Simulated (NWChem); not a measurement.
A series in which one site is exchanged, each optimised at B3LYP/6-31G* with NWChem, gas phase unless a solvent is named. All stand in one matching conformer (torsions within 35°), which need not be the lowest. Pople sets run with spherical d functions. This build's default masses of Se (78.918 u) and Br (79.917 u) are each other's, which moves their modes by up to 0.6 %.

A: F[SiH](Cl)N (SiNH3ClF; site = F)
B: N[SiH](Cl)Br (SiNH3BrCl; site = Br)
C: N[SiH2]Cl (SiNH$_{4}$Cl; site = H)
D: Cl[SiH](Cl)N (SiNH3Cl2; site = Cl)

```
quantity                                                A     B     C    D
---------------------------------------------------  ----  ----  ----  ---
orbital gap (eV), B3LYP/6-31G*                       8.83  7.54  8.24  [?]
highest harmonic frequency (cm⁻¹), B3LYP/6-31G*      3666  3647  3650  [?]
static polarisability, PBE0/def2-SVPD (bohr³)        46.9  70.0  50.0  [?]
lowest singlet excitation, PBE0/def2-SVPD, TDA (eV)  7.26  6.59  6.87  [?]
```

Task: Fill in the missing entries.

Result: 
- orbital gap (eV), B3LYP/6-31G*, D: 8.10
- highest harmonic frequency (cm⁻¹), B3LYP/6-31G*, D: 3652
- static polarisability, PBE0/def2-SVPD (bohr³), D: 61.4
- lowest singlet excitation, PBE0/def2-SVPD, TDA (eV), D: 7.05
